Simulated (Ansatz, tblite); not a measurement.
Cost and result up the ladder for the cluster Ag2F2⁻ (the lowest doublet isomer of a short search) (4 atoms). Charge -1, multiplicity 2. Geometry: PBE-D4/def2-TZVPD.

```
atom    x (Å)    y (Å)    z (Å)
 Ag1  -0.7811   0.7568   0.8010
 Ag2   0.7837  -0.7576  -0.7978
  F3   1.9791  -1.9216  -2.0332
  F4  -1.9816   1.9223   2.0300
```

Ansatz on 4 threads of Arm Neoverse V2 on a shared host; xTB runs through tblite on one thread. Times are rough, summed over both states, and most runs start from the orbitals of an earlier one. RPA@PBE/def2-TZVPD serves as the yardstick here, not as an exact answer. Differences are given only for rows in sets of like size (and for xTB, whose basis is part of the method), since another set adds its own error. The other state is a quartet at its own geometry, which has other bonds, so the gap mixes isomer and spin.

In the def2 sets Ag takes a core potential; there is no spin–orbit coupling. The xTB rows come from tblite. HSE06 is defined as in plane-wave codes, on full-range PBE exchange. Correlated methods freeze 2 core orbitals; core or outer-core shells of Ag are correlated, in sets that lack core-valence functions. The rows differ in basis, and correlated rows in double-zeta sets carry the largest basis error. In CCSD on the charge -1 quartet the largest single amplitude is 0.49, so its Hartree–Fock determinant may place the open shell otherwise than the density functionals do. HOMO above LUMO, or a gap near zero within one spin, warns that the state may not be the lowest or that an electron is smeared out. In the quartet geometry the species has come apart into loosely held pieces. The structure comes from a short search, and lower isomers may exist.

Run but left out: HF/STO-3G (doublet: ⟨S²⟩ 1.67, where a pure state has 0.75); HF/def2-SVPD, HF/def2-TZVPD, MP2/def2-SVPD, MP2/def2-TZVPD (quartet: a determinant that CCSD turns far, T1 0.056).

Correlated methods converge slowly with the basis, most of all in double-zeta sets.

xTB has no spin-polarisation term.

```tsv
level	functions	wall time	quartet − doublet (eV)	difference from RPA@PBE/def2-TZVPD (eV)	remarks
GFN1-xTB	26	0.005 s	4.80	1.81	–
GFN2-xTB	26	0.013 s	5.53	2.53	–
PBE-D4/def2-TZVPD	160	4.9 s	3.51	0.51	gap within one spin near zero (quartet)
revPBE-D4/def2-TZVPD	160	5.3 s	3.37	0.38	gap within one spin near zero (quartet)
PBE0-D4/def2-TZVPD	160	6.4 s	4.22	1.23	–
HSE06-D4/def2-TZVPD	160	6.5 s	4.11	1.11	gap within one spin near zero (quartet)
BHLYP-D4/def2-TZVPD	160	7.9 s	4.96	1.97	–
r2SCAN-D4/def2-TZVPD (with forces)	160	10 s	3.56	0.57	gap within one spin near zero (quartet)
r2SCANh-D4/def2-TZVPD	160	12 s	3.84	0.84	–
RPA@PBE/def2-TZVPD	160	13 s	3.00	0.00	–
B97M-V/def2-TZVPD	160	17 s	3.66	0.66	gap within one spin near zero (quartet)
CCSD(T)/def2-SVPD	114	5.1 min	5.59	–	large T1 (0.056) (quartet)
```
